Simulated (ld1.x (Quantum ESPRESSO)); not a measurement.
# Varying the ultrasoft potential for Ru

Base potential:

ruthenium (Ru), ultrasoft, made with ld1.x (Quantum ESPRESSO) 7.5 (revPBE, scalar-relativistic). Core [Ar] 3d10, reference 4s2 4p6 4d7 5s1 5p0. Waves: 4s (bound): rcut 1.30, rcutus 1.40 bohr; 5s (bound): rcut 1.30, rcutus 1.40 bohr; 4p (bound): rcut 1.50, rcutus 1.70 bohr; 5p (bound, empty): rcut 1.50, rcutus 1.70 bohr; 4d (bound): rcut 1.35, rcutus 1.85 bohr; 4d channel at 2.4 Ry: rcut 1.35, rcutus 1.85 bohr. Local part: all-electron potential smoothed inside 1.40 bohr (lloc = -2). Core correction: a·sin(br)/r model core, default radius (core density twice the valence density). Augmentation charge: built from norm-conserving waves at rcut, not smoothed further.

All-electron outer shells of the reference configuration (revPBE, scalar-relativistic, ld1.x):

```tsv
shell	level (eV)	outermost node (bohr)	outermost maximum (bohr)
3p	-447.16	0.16	0.36
3d	-273.02	–	0.30
4s	-76.31	0.48	0.92
4p	-46.36	0.49	0.98
4d	-5.14	0.48	1.21
5s	-4.14	1.24	2.73
5p	-0.88	1.41	4.02
```

Cutoffs, loose and tight: the cutoffs (Ry, on a coarse ladder) from which the occupation-weighted sum of valence levels, in a spherical-Bessel basis at the reference potential, stays within 10 and 1 mRy of its value at 400 Ry. They do not see the model core or the augmentation charge, which bear on the density cutoff. Test errors are all-electron minus pseudo excitation energies from the reference, over the configurations 4s2 4p6 4d7 5s0 5p0; 4s2 4p6 4d6 5s0 5p0; 4s2 4p6 4d5 5s0 5p0; 4s2 4p6 4d7 5s0.5 5p0; 4s2 4p6 4d7 5s0 5p1; 4s2 4p6 4d7.5 5s0.5 5p0; 4s2 4p6 4d6 5s1 5p1. A dash means not determined; rows that change the core or the reference have their own tests. The largest error is taken over the tests solved by every variant that gives reliable tests at all: 4s2 4p6 4d6 5s0 5p0; 4s2 4p6 4d7 5s0 5p0; 4s2 4p6 4d7 5s0 5p1; 4s2 4p6 4d7 5s0.5 5p0; 4s2 4p6 4d7.5 5s0.5 5p0.

Cutoffs are not given where the Bessel-basis levels miss the radial ones by over 6 mRy, ghosts where they miss by over 20 mRy; a channel whose overlap is not positive is not tested.

On the changes marked as counting shells twice: ld1.x takes every shell without a wave as core, so the model core holds the marked electrons as well and exchange and correlation see them twice. This cancels in the reference configuration, but the file is broken for other ones, and its errors say nothing about a proper core correction.

A file whose overlap is not positive is unfit for use, and its test errors describe a broken file.

| change | outcome | cutoff, loose | cutoff, tight | bound ghosts | largest test error (meV) |
| --- | --- | --- | --- | --- | --- |
| base | generated, misses its reference levels by 0.92 eV | – | – | not determined | +1386 |
| functional BLYP | failed: compute_chi: n is too large | – | – | – | – |
| wave 4d channel at 2.4 Ry: rcut 1.35, rcutus 1.85 bohr becomes 4d channel at 0.87 Ry: rcut 1.35, rcutus 1.85 bohr | generated, misses its reference levels by 0.92 eV | – | – | not determined | +1386 |
| local potential all-electron potential smoothed inside 1.70 bohr (lloc = -1) | generated, overlap not positive | – | – | not determined (overlap not positive) | +1277 |
| waves 4p (bound): rcut 1.50, rcutus 2.18 bohr; 5p (bound): rcut 1.50, rcutus 2.18 bohr | generated, overlap not positive | – | – | not determined (overlap not positive) | +1384 |
| local potential all-electron potential smoothed inside 1.92 bohr (lloc = -2) | generated, misses its reference levels by 0.92 eV | – | – | not determined | +1387 |
| reference 4s2 4p6 4d7 5s0 5p1 | generated, misses its reference levels by 0.60 eV | – | – | not determined | -839 |
| type RRKJ; waves now 4p (bound): rc 1.70 bohr; 4d (bound): rc 1.85 bohr; 4s (bound): rc 1.40 bohr; local potential the s channel (5s counted twice) | generated, misses its reference levels by 0.44 eV | 80 Ry | 120 Ry | none | -1082 |

(1) What comes out with this change to the base: waves 4s (bound): rcut 1.30, rcutus 2.10 bohr; 5s (bound): rcut 1.30, rcutus 2.10 bohr?

Answers

(1) outcome: failed: chargeps: negative rho. Cause: the pseudo-density turned negative during the self-consistent test, most likely because a state had been found with a wrong node count and its wave set to zero before.
